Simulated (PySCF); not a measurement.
# Frontier levels across methods

Compound: C₃H₇FOSi.
Numbering: `[O:1]=[CH:2][C@@H:3]([F:4])[CH2:5][SiH3:6]` (hydrogens: H7 on C2; H8 on C3; H9, H10 on C5; H11, H12, H13 on Si6)

Geometry (PBE0-D3(BJ)/def2-SVP, Å), atoms numbered from 1 in this order:
```
atom  x, y, z in Å
O1    -0.7075    1.7537    0.7540
C2    -1.4877    0.8861    0.4698
C3    -1.0643   -0.5363    0.1750
F4    -2.1239   -1.1735   -0.4306
C5     0.1876   -0.6283   -0.6663
Si6    1.7351    0.2477    0.0176
H7    -2.5923    1.0611    0.4223
H8    -0.9004   -1.0222    1.1579
H9    -0.0262   -0.2315   -1.6733
H10    0.4392   -1.6931   -0.7937
H11    1.8470    1.6641   -0.4239
H12    2.9140   -0.4978   -0.5278
H13    1.7793    0.1494    1.5070
```

Basis pcSseg-1 throughout (PySCF), one geometry. Isolated species at its PBE0-D3(BJ)/def2-SVP geometry (one conformer only).

Question: How do the orbital energies, the gap and the dipole change with the method?

Answer: 
```tsv
method	kind	HOMO (eV)	LUMO (eV)	gap (eV)	μ (D)	SCF cycles
OPBE	GGA	-6.28	-2.44	3.84	1.17	16
BLYP	GGA	-6.28	-2.46	3.83	1.16	15
PBE	GGA	-6.35	-2.59	3.77	1.17	15
B97-D	GGA	-6.42	-2.50	3.92	1.16	15
BP86	GGA	-6.49	-2.68	3.81	1.18	15
LDA	LDA	-6.49	-2.87	3.62	1.18	15
KT3	GGA	-6.53	-2.49	4.04	1.12	15
KT2	GGA	-6.53	-2.52	4.01	1.13	16
B97-2	global hybrid	-7.69	-1.49	6.20	1.20	14
B3LYP	global hybrid	-7.73	-1.69	6.04	1.18	15
PBE0	global hybrid	-7.94	-1.41	6.54	1.20	14
mPW1PW91	global hybrid	-8.00	-1.43	6.57	1.20	14
CAM-B3LYP	range-separated hybrid	-9.39	-0.16	9.23	1.19	13
BHandHLYP	global hybrid	-9.49	-0.14	9.35	1.23	13
wB97X-D	range-separated hybrid	-9.87	0.49	10.36	1.21	14
LC-wPBE	range-separated hybrid	-10.67	1.13	11.80	1.22	14
HF	Hartree–Fock	-11.84	2.91	14.75	1.37	11
```

The HOMO spans 5.56 eV, from OPBE down to HF, and the gap runs from 3.62 eV (LDA) to 14.75 eV (HF). Over the methods OPBE (0 %), BLYP (0 %), PBE (0 %), B97-D (0 %), BP86 (0 %), LDA (0 %), KT3 (0 %), KT2 (0 %), B97-2 (21 %), B3LYP (20 %), PBE0 (25 %), mPW1PW91 (25 %), BHandHLYP (50 %), HF (100 %), a straight line through the gap against the share of exact exchange rises by 1.09 eV for each 10 % (correlation coefficient 0.999). The dipole ranges from 1.12 D (KT3) to 1.37 D (HF). This basis has no diffuse functions.
